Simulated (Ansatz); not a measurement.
Relaxation of the cluster Ge4F8 with RKS PBE-D4/def2-SVP.

```sh
$ ansatz run in.yaml --threads 4 --pin off --events-out ev --progress --plain --max-ram 6963MiB
```

```yaml
crystal:
  periodic: [false, false, false]
  atoms:
    - {symbol: Ge, position_ang: [1.166570, -1.848680, -0.095540]}
    - {symbol: Ge, position_ang: [-2.171430, -1.880540, 0.698240]}
    - {symbol: Ge, position_ang: [0.859250, 0.485520, -0.636710]}
    - {symbol: Ge, position_ang: [0.002180, 2.679200, -0.114060]}
    - {symbol: F, position_ang: [-0.149660, -2.274580, 1.171400]}
    - {symbol: F, position_ang: [2.549270, 0.869750, -0.952040]}
    - {symbol: F, position_ang: [2.346630, -1.731280, 1.194560]}
    - {symbol: F, position_ang: [-1.711170, -0.159630, 0.642680]}
    - {symbol: F, position_ang: [-1.733570, 2.751780, -0.221320]}
    - {symbol: F, position_ang: [-1.647340, -2.119060, -0.997050]}
    - {symbol: F, position_ang: [0.420230, 0.426180, -2.321810]}
    - {symbol: F, position_ang: [0.069020, 2.801340, 1.631630]}
basis:
  gaussian: {orbitals: def2-SVP}
hamiltonian: {xc: pbe, dispersion: d4}
scf: {lower_state_search: "off"}
output: {orbitals: {seedname: orbitals}}
relax: {f_tol: 0.03, max_steps: 70}
```

Run time 68 s (4 threads of Intel Xeon 6975P-C on a shared host).

Positions (Å) and forces (eV/Å) at steps 1, 2, 3, 4, 5, 6, 7, 8, 9, 10, 11, 12, 13, 14, 15, 16, 17, 18, 19, 20, 21, 22, 23, 24 of 28:

```xyz
12
step=1 energy=-247716.7904 eV
Ge    1.167   -1.849   -0.096   -0.119   -1.422    0.477
Ge   -2.171   -1.881    0.698   -0.569   -0.433    0.334
Ge    0.859    0.486   -0.637    0.503    0.072   -0.852
Ge    0.002    2.679   -0.114   -0.771    0.946    0.773
F    -0.150   -2.275    1.171   -0.031   -0.178   -0.040
F     2.549    0.870   -0.952    0.415    0.056    0.274
F     2.347   -1.731    1.195    0.412    0.021    0.114
F    -1.711   -0.160    0.643    0.336    0.860    0.015
F    -1.734    2.752   -0.221   -0.358    0.136   -0.377
F    -1.647   -2.119   -0.997    0.362   -0.176   -0.417
F     0.420    0.426   -2.322   -0.532   -0.049   -0.525
F     0.069    2.801    1.632    0.352    0.169    0.223
12
step=2 energy=-247717.3696 eV
Ge    1.163   -2.020   -0.037    0.014   -0.582   -0.051
Ge   -2.191   -1.804    0.660    0.043   -0.204   -0.058
Ge    0.882    0.420   -0.765    0.345   -0.145   -0.307
Ge   -0.123    2.652   -0.013   -0.511    0.399    0.617
F    -0.199   -2.347    1.214   -0.113   -0.059    0.263
F     2.592    0.836   -0.965   -0.026    0.078    0.007
F     2.392   -1.801    1.206    0.092    0.019    0.131
F    -1.580   -0.105    0.618    0.139    0.533   -0.002
F    -1.850    2.905   -0.212    0.095    0.006   -0.060
F    -1.501   -2.154   -0.980    0.022   -0.016   -0.118
F     0.370    0.449   -2.444   -0.141    0.038   -0.125
F     0.046    2.967    1.718    0.042   -0.066   -0.298
12
step=3 energy=-247717.5951 eV
Ge    1.174   -2.210    0.003    0.259   -0.222    0.065
Ge   -2.158   -1.704    0.626    0.197   -0.188   -0.114
Ge    0.929    0.304   -0.828    0.386    0.075   -0.402
Ge   -0.200    2.572    0.041   -0.552   -0.086    0.517
F    -0.217   -2.342    1.283   -0.273    0.091    0.085
F     2.597    0.910   -1.011   -0.345   -0.078   -0.028
F     2.395   -1.800    1.231   -0.124   -0.043   -0.074
F    -1.518    0.005    0.583    0.180    0.382   -0.036
F    -1.910    2.935   -0.203    0.320    0.036    0.048
F    -1.436   -2.110   -1.000   -0.025    0.095    0.133
F     0.318    0.485   -2.479    0.062   -0.012    0.176
F     0.027    2.956    1.753   -0.083   -0.050   -0.370
12
step=4 energy=-247717.7841 eV
Ge    1.196   -2.318    0.019    0.334   -0.090    0.230
Ge   -2.127   -1.630    0.615    0.209   -0.407   -0.064
Ge    0.976    0.221   -0.876    0.416    0.143   -0.505
Ge   -0.294    2.415    0.113   -0.725   -0.078    0.433
F    -0.227   -2.310    1.305   -0.355    0.176   -0.038
F     2.603    0.942   -1.055   -0.448   -0.126    0.006
F     2.391   -1.798    1.247   -0.209   -0.097   -0.205
F    -1.468    0.085    0.563    0.283    0.600   -0.025
F    -1.944    2.997   -0.193    0.549   -0.105    0.094
F    -1.409   -2.062   -1.007   -0.038    0.148    0.173
F     0.310    0.489   -2.502    0.110   -0.027    0.285
F    -0.008    2.967    1.772   -0.126   -0.137   -0.383
12
step=5 energy=-247717.9733 eV
Ge    1.216   -2.389    0.040    0.298   -0.045    0.162
Ge   -2.092   -1.569    0.615    0.061   -0.541    0.058
Ge    1.017    0.155   -0.928    0.302    0.329   -0.392
Ge   -0.383    2.253    0.173   -0.589    0.079    0.200
F    -0.245   -2.260    1.312   -0.354    0.219   -0.046
F     2.592    0.976   -1.085   -0.322   -0.144    0.016
F     2.387   -1.803    1.258   -0.161   -0.085   -0.162
F    -1.416    0.166    0.564    0.229    0.655    0.069
F    -1.947    3.024   -0.196    0.610   -0.308    0.109
F    -1.393   -2.001   -1.005   -0.004    0.158    0.086
F     0.312    0.505   -2.519    0.077   -0.076    0.186
F    -0.048    2.943    1.770   -0.145   -0.241   -0.285
12
step=6 energy=-247718.1843 eV
Ge    1.235   -2.428    0.069    0.153    0.223    0.055
Ge   -2.081   -1.502    0.640    0.069   -0.516    0.016
Ge    1.074    0.147   -1.016    0.102    0.196   -0.114
Ge   -0.435    2.074    0.225   -0.287    0.269   -0.101
F    -0.276   -2.147    1.318   -0.255    0.152   -0.020
F     2.616    1.005   -1.177   -0.131   -0.073    0.000
F     2.385   -1.807    1.281   -0.108   -0.073   -0.107
F    -1.407    0.284    0.651   -0.005    0.458    0.233
F    -1.922    2.951   -0.222    0.521   -0.399    0.060
F    -1.373   -1.844   -0.991   -0.048    0.115    0.049
F     0.345    0.475   -2.596    0.049   -0.046    0.102
F    -0.161    2.791    1.818   -0.061   -0.305   -0.172
12
step=7 energy=-247718.3223 eV
Ge    1.226   -2.313    0.066    0.231   -0.220   -0.138
Ge   -2.104   -1.507    0.680    0.135   -0.252   -0.117
Ge    1.123    0.187   -1.064   -0.057    0.086    0.063
Ge   -0.431    1.933    0.224   -0.119    0.303    0.009
F    -0.304   -2.058    1.329   -0.207    0.149    0.069
F     2.655    1.042   -1.251   -0.024    0.024   -0.007
F     2.388   -1.815    1.316   -0.088    0.091   -0.045
F    -1.464    0.335    0.760   -0.139    0.104    0.199
F    -1.853    2.846   -0.288    0.247   -0.180   -0.054
F    -1.399   -1.726   -0.974   -0.074    0.095    0.111
F     0.371    0.472   -2.638    0.036   -0.025    0.035
F    -0.209    2.603    1.838    0.059   -0.174   -0.126
12
step=8 energy=-247718.3606 eV
Ge    1.255   -2.380    0.033    0.164    0.670    0.309
Ge   -2.115   -1.530    0.695    0.241    0.156   -0.180
Ge    1.146    0.174   -1.027   -0.048   -0.413   -0.149
Ge   -0.424    1.832    0.229   -0.004   -0.150    0.115
F    -0.315   -1.997    1.304    0.003   -0.101   -0.064
F     2.643    1.085   -1.236   -0.030    0.038    0.059
F     2.354   -1.637    1.243   -0.138   -0.291   -0.186
F    -1.542    0.377    0.875   -0.226   -0.184    0.048
F    -1.758    2.787   -0.375   -0.040    0.089   -0.134
F    -1.425   -1.586   -0.978   -0.077   -0.012    0.142
F     0.383    0.404   -2.603    0.011    0.079   -0.033
F    -0.203    2.472    1.840    0.144    0.120    0.073
12
step=9 energy=-247718.4053 eV
Ge    1.299   -2.346    0.040    0.056    0.059    0.353
Ge   -2.110   -1.546    0.717    0.067    0.253    0.018
Ge    1.103    0.105   -1.103    0.199    0.503   -0.150
Ge   -0.409    1.735    0.211   -0.225   -0.320    0.177
F    -0.309   -1.968    1.307    0.157   -0.073   -0.125
F     2.526    1.180   -1.130   -0.210   -0.314   -0.011
F     2.381   -1.693    1.306   -0.167   -0.053   -0.292
F    -1.616    0.382    0.954   -0.170   -0.136   -0.030
F    -1.665    2.743   -0.470    0.000    0.068   -0.029
F    -1.438   -1.507   -0.957    0.052    0.003   -0.071
F     0.372    0.496   -2.672    0.106   -0.149    0.150
F    -0.135    2.419    1.796    0.134    0.159    0.008
12
step=10 energy=-247718.4312 eV
Ge    1.299   -2.301    0.043   -0.041   -0.215   -0.145
Ge   -2.104   -1.544    0.708   -0.082   -0.004    0.009
Ge    1.064    0.119   -1.102    0.509    0.150   -0.425
Ge   -0.462    1.699    0.256   -0.188    0.159    0.092
F    -0.297   -1.943    1.297    0.062    0.009    0.022
F     2.574    1.075   -1.140   -0.449   -0.202    0.064
F     2.403   -1.643    1.259    0.071    0.125    0.093
F    -1.693    0.381    1.005   -0.052    0.036   -0.018
F    -1.685    2.746   -0.441    0.049   -0.057    0.052
F    -1.420   -1.444   -0.961    0.004    0.055   -0.051
F     0.456    0.435   -2.744    0.053   -0.052    0.425
F    -0.136    2.419    1.821    0.063   -0.003   -0.119
12
step=11 energy=-247718.4420 eV
Ge    1.355   -2.360    0.044    0.039    0.091    0.058
Ge   -2.122   -1.526    0.726    0.041    0.188   -0.299
Ge    1.140    0.066   -1.116    0.109    0.154    0.166
Ge   -0.523    1.522    0.228    0.216    0.499    0.159
F    -0.290   -1.871    1.240    0.129   -0.002   -0.023
F     2.495    1.219   -1.041   -0.220   -0.231    0.007
F     2.444   -1.641    1.254   -0.074   -0.035   -0.073
F    -1.820    0.442    1.140   -0.147   -0.384   -0.036
F    -1.666    2.642   -0.497    0.085   -0.133    0.071
F    -1.497   -1.260   -0.967   -0.092   -0.002    0.349
F     0.489    0.424   -2.710   -0.011   -0.030   -0.110
F    -0.005    2.344    1.699   -0.074   -0.114   -0.270
12
step=12 energy=-247718.4433 eV
Ge    1.366   -2.322   -0.022   -0.013   -0.321    0.117
Ge   -2.096   -1.501    0.698    0.053   -0.029    0.016
Ge    1.058    0.039   -1.052    0.028    0.192   -0.281
Ge   -0.501    1.659    0.257   -0.219   -0.130   -0.098
F    -0.241   -1.913    1.183   -0.165   -0.055    0.026
F     2.518    1.026   -0.997    0.089    0.121    0.025
F     2.427   -1.600    1.204    0.104    0.029    0.056
F    -1.728    0.395    1.131    0.061    0.070    0.044
F    -1.786    2.625   -0.444    0.099    0.008    0.044
F    -1.490   -1.194   -0.977   -0.001    0.006   -0.044
F     0.559    0.306   -2.722   -0.061    0.047    0.090
F    -0.087    2.479    1.743    0.025    0.059    0.006
12
step=13 energy=-247718.4694 eV
Ge    1.390   -2.363    0.040    0.001    0.093   -0.029
Ge   -2.107   -1.496    0.685   -0.057    0.006   -0.035
Ge    1.074    0.071   -1.093    0.210   -0.387   -0.085
Ge   -0.508    1.574    0.185   -0.173    0.165    0.291
F    -0.308   -2.063    1.167   -0.029   -0.020   -0.101
F     2.491    1.123   -0.977    0.027    0.058   -0.010
F     2.348   -1.579    1.313    0.043    0.013    0.009
F    -1.630    0.339    1.242    0.081    0.164    0.002
F    -1.820    2.540   -0.447   -0.059   -0.015   -0.025
F    -1.493   -1.037   -0.961   -0.013   -0.085    0.007
F     0.532    0.410   -2.736   -0.014    0.012   -0.013
F     0.030    2.482    1.580   -0.017   -0.004   -0.011
12
step=14 energy=-247718.4938 eV
Ge    1.414   -2.362    0.029   -0.008   -0.040    0.009
Ge   -2.119   -1.454    0.684    0.045    0.027   -0.015
Ge    1.098    0.051   -1.082   -0.004    0.068   -0.045
Ge   -0.506    1.629    0.193   -0.003   -0.019    0.087
F    -0.333   -2.147    1.077   -0.032   -0.005   -0.004
F     2.528    1.089   -0.990   -0.007   -0.011   -0.014
F     2.318   -1.571    1.338    0.013    0.018    0.025
F    -1.528    0.351    1.273   -0.004   -0.044    0.045
F    -1.912    2.488   -0.402    0.012   -0.006   -0.040
F    -1.514   -1.019   -0.966   -0.030   -0.003   -0.026
F     0.557    0.365   -2.730    0.012   -0.007    0.002
F    -0.004    2.579    1.575    0.007    0.024   -0.024
12
step=15 energy=-247718.5009 eV
Ge    1.433   -2.368    0.033   -0.017    0.009    0.067
Ge   -2.125   -1.430    0.678    0.108    0.036   -0.015
Ge    1.114    0.051   -1.084   -0.028    0.073   -0.037
Ge   -0.493    1.624    0.207   -0.076    0.059    0.086
F    -0.360   -2.214    1.020   -0.036    0.047   -0.057
F     2.541    1.096   -1.005   -0.023   -0.040   -0.011
F     2.278   -1.555    1.373   -0.031   -0.006   -0.019
F    -1.459    0.335    1.333    0.018   -0.061   -0.026
F    -1.936    2.413   -0.407    0.108   -0.060    0.026
F    -1.540   -0.950   -0.968   -0.013   -0.004    0.053
F     0.562    0.355   -2.731    0.022    0.001    0.030
F    -0.014    2.644    1.552   -0.031   -0.053   -0.097
12
step=16 energy=-247718.5055 eV
Ge    1.445   -2.367    0.044   -0.021    0.085    0.111
Ge   -2.129   -1.412    0.673    0.137    0.030    0.018
Ge    1.120    0.049   -1.092   -0.006    0.033   -0.023
Ge   -0.481    1.611    0.221   -0.087    0.095    0.062
F    -0.381   -2.260    0.973   -0.039    0.057   -0.079
F     2.576    1.054   -1.023   -0.056   -0.035   -0.004
F     2.225   -1.504    1.395   -0.059   -0.041   -0.058
F    -1.393    0.309    1.381    0.012   -0.044   -0.080
F    -1.953    2.335   -0.413    0.157   -0.081    0.080
F    -1.554   -0.895   -0.964   -0.007   -0.004    0.062
F     0.553    0.389   -2.727    0.022   -0.002    0.023
F    -0.029    2.690    1.531   -0.052   -0.093   -0.113
12
step=17 energy=-247718.5103 eV
Ge    1.450   -2.349    0.059    0.021    0.040    0.166
Ge   -2.130   -1.401    0.674    0.104    0.030    0.045
Ge    1.121    0.046   -1.116   -0.021    0.062    0.016
Ge   -0.457    1.594    0.229   -0.093    0.061    0.034
F    -0.402   -2.293    0.937   -0.021    0.055   -0.087
F     2.573    1.055   -1.034   -0.009   -0.032   -0.013
F     2.163   -1.462    1.437   -0.091   -0.037   -0.137
F    -1.335    0.283    1.409    0.004   -0.023   -0.090
F    -1.946    2.275   -0.409    0.116   -0.048    0.084
F    -1.565   -0.858   -0.958    0.012   -0.009    0.032
F     0.552    0.408   -2.745    0.016   -0.017    0.030
F    -0.023    2.702    1.518   -0.040   -0.082   -0.081
12
step=18 energy=-247718.5176 eV
Ge    1.460   -2.336    0.086    0.019    0.333    0.252
Ge   -2.129   -1.391    0.665    0.065    0.021    0.056
Ge    1.120    0.045   -1.124    0.044   -0.160   -0.058
Ge   -0.437    1.578    0.242   -0.030   -0.039    0.029
F    -0.428   -2.336    0.881    0.015   -0.008   -0.072
F     2.598    1.015   -1.063   -0.023    0.000    0.008
F     2.047   -1.312    1.442   -0.092   -0.175   -0.175
F    -1.266    0.246    1.429   -0.005    0.009   -0.091
F    -1.949    2.226   -0.365    0.026   -0.002    0.040
F    -1.569   -0.822   -0.958   -0.002    0.005   -0.001
F     0.561    0.396   -2.758   -0.013    0.030    0.012
F    -0.008    2.691    1.522   -0.004   -0.013    0.001
12
step=19 energy=-247718.5285 eV
Ge    1.487   -2.284    0.146    0.030    0.379    0.512
Ge   -2.128   -1.394    0.654    0.066    0.027    0.071
Ge    1.124    0.027   -1.162   -0.036    0.022   -0.033
Ge   -0.413    1.552    0.234    0.010   -0.101    0.043
F    -0.449   -2.386    0.820    0.088    0.000   -0.081
F     2.611    0.982   -1.106   -0.006   -0.013   -0.002
F     1.921   -1.183    1.521   -0.169   -0.307   -0.468
F    -1.208    0.208    1.427   -0.043   -0.020   -0.078
F    -1.946    2.204   -0.311    0.024    0.001    0.014
F    -1.579   -0.811   -0.966    0.004    0.017   -0.029
F     0.530    0.436   -2.772    0.018   -0.040    0.012
F     0.049    2.648    1.514    0.014    0.034    0.039
12
step=20 energy=-247718.5487 eV
Ge    1.509   -2.231    0.195   -0.063    0.399    0.477
Ge   -2.129   -1.410    0.643    0.063    0.019    0.033
Ge    1.121    0.019   -1.192   -0.056   -0.051   -0.090
Ge   -0.380    1.522    0.265   -0.024   -0.066    0.035
F    -0.457   -2.420    0.771    0.137    0.023   -0.081
F     2.611    0.968   -1.148    0.010    0.008   -0.003
F     1.797   -1.029    1.530   -0.126   -0.316   -0.426
F    -1.199    0.176    1.436   -0.026   -0.008   -0.078
F    -1.906    2.201   -0.273    0.048   -0.003    0.025
F    -1.594   -0.796   -0.972    0.006    0.012   -0.001
F     0.534    0.398   -2.813    0.019   -0.016    0.099
F     0.093    2.600    1.557    0.013   -0.001    0.011
12
step=21 energy=-247718.5729 eV
Ge    1.533   -2.186    0.265   -0.111    0.291    0.328
Ge   -2.125   -1.435    0.621    0.023    0.064    0.001
Ge    1.124   -0.018   -1.218   -0.164    0.142   -0.086
Ge   -0.344    1.480    0.283    0.033   -0.059    0.026
F    -0.448   -2.437    0.743    0.176    0.002   -0.068
F     2.594    0.962   -1.176    0.056   -0.029   -0.024
F     1.674   -0.874    1.515   -0.053   -0.243   -0.255
F    -1.215    0.150    1.430   -0.068   -0.038   -0.024
F    -1.844    2.214   -0.257    0.072   -0.011    0.037
F    -1.591   -0.796   -0.986   -0.009   -0.028    0.022
F     0.487    0.408   -2.808    0.056   -0.065    0.073
F     0.157    2.532    1.588   -0.012   -0.028   -0.028
12
step=22 energy=-247718.5943 eV
Ge    1.555   -2.084    0.329   -0.094    0.210    0.194
Ge   -2.125   -1.473    0.599   -0.010    0.013   -0.035
Ge    1.100   -0.003   -1.255    0.075   -0.114   -0.121
Ge   -0.324    1.434    0.332   -0.015    0.165    0.044
F    -0.423   -2.437    0.710    0.137    0.006   -0.021
F     2.631    0.892   -1.267   -0.121    0.002    0.020
F     1.552   -0.722    1.537   -0.045   -0.161   -0.227
F    -1.271    0.120    1.437    0.000    0.018   -0.060
F    -1.784    2.242   -0.217    0.101   -0.055    0.062
F    -1.598   -0.799   -0.996   -0.012   -0.003    0.036
F     0.485    0.379   -2.865    0.020   -0.008    0.165
F     0.203    2.451    1.657   -0.037   -0.074   -0.057
12
step=23 energy=-247718.6095 eV
Ge    1.573   -2.041    0.392   -0.110    0.155    0.051
Ge   -2.120   -1.499    0.572   -0.021    0.074   -0.034
Ge    1.089   -0.035   -1.269    0.102    0.049   -0.084
Ge   -0.284    1.408    0.355   -0.026    0.100    0.022
F    -0.401   -2.438    0.695    0.143   -0.026    0.006
F     2.594    0.908   -1.288   -0.119   -0.070    0.004
F     1.454   -0.604    1.503    0.015   -0.112   -0.045
F    -1.305    0.109    1.417   -0.034   -0.010   -0.044
F    -1.707    2.277   -0.202    0.098   -0.049    0.070
F    -1.592   -0.816   -1.018   -0.023   -0.029    0.036
F     0.446    0.349   -2.865    0.021   -0.026    0.093
F     0.252    2.382    1.708   -0.043   -0.057   -0.073
12
step=24 energy=-247718.6125 eV
Ge    1.574   -2.009    0.412   -0.043    0.036    0.120
Ge   -2.119   -1.511    0.557   -0.024    0.077   -0.018
Ge    1.089   -0.041   -1.279    0.035    0.132   -0.043
Ge   -0.270    1.402    0.356   -0.045    0.084    0.052
F    -0.390   -2.435    0.699    0.116   -0.010   -0.007
F     2.578    0.924   -1.313   -0.076   -0.073   -0.001
F     1.426   -0.583    1.533    0.012   -0.100   -0.125
F    -1.324    0.108    1.396   -0.032   -0.024   -0.043
F    -1.675    2.304   -0.187    0.073   -0.036    0.043
F    -1.591   -0.837   -1.035   -0.006   -0.025    0.030
F     0.424    0.333   -2.865    0.023   -0.032    0.052
F     0.277    2.345    1.725   -0.033   -0.030   -0.061
```

The structure comes from a short search, and lower isomers may exist.
